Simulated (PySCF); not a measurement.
Ru⁺ (ruthenium, charge +1) across methods

[Kr] 4d6 5p1, one real determinant (an excited configuration). All numbers are calculated (PySCF 2.14, a scalar-relativistic core potential, in def2-QZVPPD with the def2 core potential (28 electrons) (7s5p4d4f2g, 88 functions)).

```csv
method,E (hartree),mean ε 4d α (eV),mean ε 4d β (eV),mean ε 5p α (eV),Σ⟨r²⟩ (bohr²),⟨S²⟩
PBE0,-94.3105,-19.668,-16.887,-8.994,43.68,8.751
M06-2X,-94.2038,-21.436,-18.869,-9.674,43.73,8.753
BLYP,-94.2784,-17.563,-15.303,-8.268,43.77,8.751
PBE,-94.3224,-17.806,-15.289,-8.444,43.66,8.751
r2SCAN,-94.3538,-18.259,-15.308,-8.562,43.48,8.752
TPSS,-94.2882,-17.759,-15.400,-8.384,43.69,8.751
LDA,-94.0906,-17.925,-15.276,-8.582,43.65,8.751
UHF,-93.71640,-24.542,-20.702,-10.252,44.44,8.753
```

Problem. Estimate the same row for B3LYP.

Solution. E (hartree) = -94.3438; mean ε 4d α (eV) = -19.217; mean ε 4d β (eV) = -16.718; mean ε 5p α (eV) = -8.861; Σ⟨r²⟩ (bohr²) = 43.74; ⟨S²⟩ = 8.752.

⟨L²⟩ = 8.03 against 12 for a pure F term, so this real determinant mixes terms. Energies and moments cover only the electrons outside the core potential.
